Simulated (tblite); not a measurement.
Start geometry of `C=C(C)C#C/C(F)=C\F` from a force field or distance geometry (Å):
```
atom  x, y, z in Å
C1    -2.1932   -0.0467    1.3657
C2    -1.4270    0.2887    0.3154
C3    -1.9232    1.0958   -0.8243
C4    -0.0653   -0.1468    0.3017
C5     1.0784   -0.5216    0.2981
C6     2.4233   -0.9539    0.2692
F7     2.8764   -1.6829    1.3109
C8     3.2734   -0.6665   -0.7182
F9     2.9172    0.0484   -1.8005
H10   -3.2439    0.2677    1.4226
H11   -1.8274   -0.6359    2.1952
H12   -1.8487    0.5323   -1.7608
H13   -1.3599    2.0261   -0.9163
H14   -2.9807    1.3747   -0.7051
H15    4.2963   -0.9714   -0.7754
```

Task: What comes out of this run: GFN2-xTB geometry optimisation, gas phase in tblite?

Result: 
```
atom  x, y, z in Å
C1    -2.2295   -0.0498    1.3903
C2    -1.4479    0.2728    0.3596
C3    -1.9020    1.0838   -0.8169
C4    -0.1023   -0.1495    0.3245
C5     1.0556   -0.4889    0.2521
C6     2.3943   -0.9079    0.2158
F7     2.8187   -1.6409    1.2708
C8     3.2837   -0.6581   -0.7484
F9     2.9613    0.0559   -1.8320
H10   -3.2581    0.2644    1.4332
H11   -1.8609   -0.6351    2.2151
H12   -1.7800    0.5123   -1.7360
H13   -1.2974    1.9853   -0.9069
H14   -2.9461    1.3642   -0.7074
H15    4.3062   -1.0005   -0.7358
```

The energy falls by 0.060 eV over 33 L-BFGS steps, the largest force on an atom goes from 1.16 to 0.010 eV/Å, and the atoms move by 0.054 Å rms after alignment. The bond that changes most is C1–H10 (terminal =CH2 carbon to vinylic hydrogen), which shortens by 0.022 Å. Bonds longer at the end by more than 0.005 Å: 3 of 14; shorter: 7. Among the angles that change most is C5–C6–C8, from 123.8° to 126.7°. Rotational constants go from 2773, 778.5, 610.2 to 2809, 777.1, 611.0 MHz. The orientation of the end geometry is arbitrary; only internal coordinates are fixed.

Time: 0.32 s wall. Hardware: one thread, Arm Neoverse N1 (aarch64), shared host with 64 logical CPUs at a one-minute load of 60.

Its GFN2-xTB frequencies are all real (lowest 22 cm⁻¹).

All values are computed, not measured.
